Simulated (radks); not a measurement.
The numbers below are computed, except where a source is named.
The iodine anion I-, [Xe], held by a Watson sphere: a shell of charge +1 at radius R that stands for the Madelung well of a crystal (potential energy -1/R inside, -1/r outside, in hartree with lengths in bohr). Code: a radial shooting solver on a logarithmic mesh with Libxc functionals. Model: scalar-relativistic Kohn-Sham, LB94 model potential, spin-unpolarised, spherical densities, finite nucleus; Fermi nuclear charge, rms radius of each element as measured or else 0.836 A^(1/3) + 0.57 fm. Response by self-consistent Sternheimer equations with the Hartree and adiabatic LDA kernel, the relativistic mass of each level held fixed and spin-orbit coupling left out. The sphere does not respond.

\begin{tabular}{lrrrrrrr}
R (bohr) & e(4d) (eV) & e(5s) (eV) & e(5p) (eV) & <r> 5p (bohr) & sum of <r^2> (bohr^2) & X-ray form factor at sin(theta)/lambda = 0.2 1/angstrom & alpha (bohr^3) \\ \hline
2.46 & -56.901 & -22.578 & -11.976 & 2.447 & 67.38 & 42.518 & 34.29 \\
2.51 & -56.835 & -22.497 & -11.917 & 2.453 & 67.61 & 42.511 & 34.71 \\
2.54 & -56.796 & -22.449 & -11.881 & 2.456 & 67.74 & 42.506 & 34.97 \\
4.23 & -54.903 & -20.181 & -9.793 & 2.580 & 72.90 & 42.432 & 49.30 \\
4.82 & -54.328 & -19.576 & -9.185 & 2.597 & 73.72 & 42.433 & 53.00 \\
5.72 & -53.582 & -18.813 & -8.416 & 2.611 & 74.41 & 42.435 & 56.87 \\
\end{tabular}
